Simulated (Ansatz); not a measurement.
Ansatz (a first-principles code) input (revPBE/def2-TZVPD):

Ansatz 0.2 input:
```yaml
crystal:
  periodic: [false, false, false]
  atoms:
    - {symbol: C, position_ang: [-1.60582697, -1.02727138, 0.44739411]}
    - {symbol: C, position_ang: [-1.80447749, 0.51043250, 0.56342512]}
    - {symbol: C, position_ang: [-0.47463918, 1.08763206, 0.18295286]}
    - {symbol: C, position_ang: [0.41342673, 0.06265570, -0.12254029]}
    - {symbol: C, position_ang: [-0.18079215, -1.18696407, 0.01131794]}
    - {symbol: C, position_ang: [1.76763723, 0.26788917, -0.52393026]}
    - {symbol: N, position_ang: [2.86034760, 0.43349175, -0.84781121]}
    - {symbol: H, position_ang: [-2.29608539, -1.47589989, -0.27367452]}
    - {symbol: H, position_ang: [-1.79137476, -1.53683537, 1.39796277]}
    - {symbol: H, position_ang: [-2.09461610, 0.81047977, 1.57508486]}
    - {symbol: H, position_ang: [-2.59932673, 0.87141524, -0.09655242]}
    - {symbol: H, position_ang: [-0.24238715, 2.14065299, 0.15121527]}
    - {symbol: H, position_ang: [0.30938786, -2.13049889, -0.17107438]}
basis:
  gaussian:
    orbitals: def2-TZVPD
hamiltonian:
  xc: {name: revPBE}
magnetization: {spin_polarized: true, initial_magnetization: 1}
output: {forces: true}
```

End of the output:

```
integrals: 0.28 GiB planned
1529 factors; their error is unknown
0.48 GiB of the device are held for the grids
1.86 GiB of device memory are held for the factors and their scratch space
mean field: 2.47 GiB planned
mean field evaluation 1: about -7793.7959 eV, gradient 5.6e1 eV
mean field evaluation 2: about -7770.7265 eV, gradient 8.7e1 eV
mean field evaluation 4: about -7807.4694 eV, gradient 1.6e1 eV
mean field evaluation 8: about -7808.5448 eV, gradient 1.2e-1 eV
mean field evaluation 16: about -7808.4934 eV, gradient 8.5e-3 eV
mean field -7808.49337107 eV, -286.9568385999 hartree, gradient 2.4e-5 eV, S^2 0.768510; 0 other end points of the search recorded, 0 dependent functions left out
the calculation of the forces begins
reference -7808.49343888 eV, -286.9568410918 hartree; 25, 24 occupied and 288, 289 virtual orbitals, 1529 factors
Total energy: -7808.49343888 eV, -286.9568410918 hartree
Atom 0 at    -1.605827    -1.027271     0.447394 Å, force     0.080655     0.103764    -0.020569 eV/Å
Atom 1 at    -1.804477     0.510432     0.563425 Å, force     0.103853    -0.075801    -0.034119 eV/Å
Atom 2 at    -0.474639     1.087632     0.182953 Å, force    -0.248922     0.191332     0.082130 eV/Å
Atom 3 at     0.413427     0.062656    -0.122540 Å, force     0.374481     0.056753    -0.110997 eV/Å
Atom 4 at    -0.180792    -1.186964     0.011318 Å, force    -0.190876    -0.257985     0.048226 eV/Å
Atom 5 at     1.767637     0.267889    -0.523930 Å, force    -1.506961    -0.228383     0.446665 eV/Å
Atom 6 at     2.860348     0.433492    -0.847811 Å, force     1.822288     0.276172    -0.540129 eV/Å
Atom 7 at    -2.296085    -1.475900    -0.273675 Å, force    -0.215218    -0.153870    -0.197718 eV/Å
Atom 8 at    -1.791375    -1.536835     1.397963 Å, force    -0.073117    -0.171026     0.272930 eV/Å
Atom 9 at    -2.094616     0.810480     1.575085 Å, force    -0.108747     0.104773     0.293741 eV/Å
Atom 10 at    -2.599327     0.871415    -0.096552 Å, force    -0.250847     0.121929    -0.176907 eV/Å
Atom 11 at    -0.242387     2.140653     0.151215 Å, force     0.064397     0.343670    -0.006915 eV/Å
Atom 12 at     0.309388    -2.130499    -0.171074 Å, force     0.149013    -0.311327    -0.056340 eV/Å
Dipole moment:    -0.960127    -0.145509     0.284583 e Å
```

It need not be the lowest isomer of its formula.
